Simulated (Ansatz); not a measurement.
Mg3O2. Charge 0, multiplicity 3. Geometry PBE-D4/def2-SVP; atoms count from 1.

| atom | x (Å) | y (Å) | z (Å) |
| --- | --- | --- | --- |
| Mg1 | 0.414 | 1.432 | -0.150 |
| Mg2 | -0.094 | -0.967 | -1.138 |
| Mg3 | -0.604 | -0.880 | 2.439 |
| O4 | 0.464 | 0.674 | -1.874 |
| O5 | -0.179 | -0.259 | 0.724 |

At PBE0-D4/def2-TZVP a broken-symmetry singlet of charge 0 lies 0.41 eV below the triplet, each at its own geometry. Another isomer (singlet) lies 0.04 eV lower at PBE0-D4/def2-TZVP.

Question: Estimate the Mulliken populations from the PBE0/def2-TZVP orbitals of Ansatz.

Answer: 
| atom | charge (e) | spin (α − β) |
| --- | --- | --- |
| Mg1 | 0.67 | 0.54 |
| Mg2 | 0.67 | 0.54 |
| Mg3 | 0.56 | 0.95 |
| O4 | -0.86 | -0.04 |
| O5 | -1.04 | 0.01 |
Mulliken values and Mayer orders depend strongly on the basis.

Question: Where does the spin sit?

Answer: Summed by element: Mg 2.03, O -0.03, of 2 unpaired in all. Largest on single atoms: Mg3 0.95, Mg2 0.54, Mg1 0.54.

Question: And the Mayer bond orders between bonded heavy atoms (over 0.3)?

Answer: Mg1–O4 0.91 (1.88 Å); Mg1–O5 0.40 (1.99 Å); Mg2–O4 0.91 (1.88 Å); Mg2–O5 0.39 (1.99 Å); Mg3–O5 0.75 (1.87 Å).
